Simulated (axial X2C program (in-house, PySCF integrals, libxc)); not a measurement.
# Nuclear properties of RuCN

Computed with an axial X2C code built on PySCF integrals: two-component X2C with atomic mean-field Coulomb and Gaunt terms, Gaussian nuclei, basis Ru dyall-v3z, C dyall-v3z, N dyall-av3z with contracted cores.

Ru–C–N held linear, with bonds 1.950 and 1.162 Å (near the PBE0 minimum at charge 0 of the determinant lowest at the starting distance; the state shown can have its own minimum elsewhere, held linear; other orders of the atoms were not compared).

Determinant lowest in the PBE0 search, Ω = 3/2 (⟨Sz⟩ = 1.49, ⟨Lz⟩ = 0.01 at PBE0), spin on the atoms Ru 1.54, C -0.02, N -0.03:

| level | Eeff magnitude (GV/cm) | Ws magnitude Ru (kHz) | A∥/gI Ru (MHz) | qzz Ru (a.u.) | A∥/gI C (MHz) | qzz C (a.u.) | A∥/gI N (MHz) | qzz N (a.u.) | μ (D) |
| --- | --- | --- | --- | --- | --- | --- | --- | --- | --- |
| PBE0 | 1.6 | 0.471 | 824 | -4.25 | -13.5 | -0.48 | 3.33 | -0.96 | -7.33 |
| HF | 2.03 | 0.585 | 425 | -5.02 | -31.4 | -0.67 | 1.71 | -1.20 | -8.39 |
| r2SCAN | 1.1 | 0.306 | 868 | -4.10 | -10.8 | -0.45 | 2.84 | -0.89 | -7.12 |

Eeff is the effective electric field on the electron electric dipole moment in this Ω state and Ws the scalar–pseudoscalar constant of the nucleus named (defined with the proton number Z and per Ω); A∥ (defined per Ω) follows by multiplying with gI = μI/(I μN); qzz is the electric field gradient, eQq0 = 234.96 MHz × Q/barn × qzz; μ is positive if the N end (last atom) is positive. The operators were transformed with the bare-nucleus X2C matrices; with these basis sets, hyperfine constants and field gradients can be off by tens of per cent, and where levels differ in sign neither size nor sign is settled.

(1) With Q(101Ru) = 0.457 barn, gI(14N) = 0.4038, Q(14N) = 0.02044 barn (g factors from the IAEA table of nuclear moments by Stone; Q from Pyykkö, Mol. Phys. 2018), turn the PBE0 values of the first state into constants in MHz.

The molecule was held linear; bending was not examined, so a bent shape may lie lower.

Each state is one determinant with collinear spin, which with several unpaired electrons need not be a pure state. Unrestricted Hartree–Fock can overshoot spin polarisation at the nuclei. This is the top spin component of a Σ state; components of lower Ω are not single determinants and can lie lower. With several open shells hyperfine constants can be off by a factor of several. At HF a later determinant lies lower. States lie within half an eV, so the first need not be the ground state. Further determinants of the search, some of them spin-mixed, are not shown. Where a field gradient or hyperfine factor spreads by more than a factor of two over the levels, a constant derived from it is not to be relied on.

Results:

(1) eQq0(101Ru) = 234.96 × (0.457) × (-4.25) = -456 MHz; A∥(14N) = 3.33 × 0.4038 = 1.34 MHz; eQq0(14N) = 234.96 × (0.02044) × (-0.96) = -4.61 MHz.
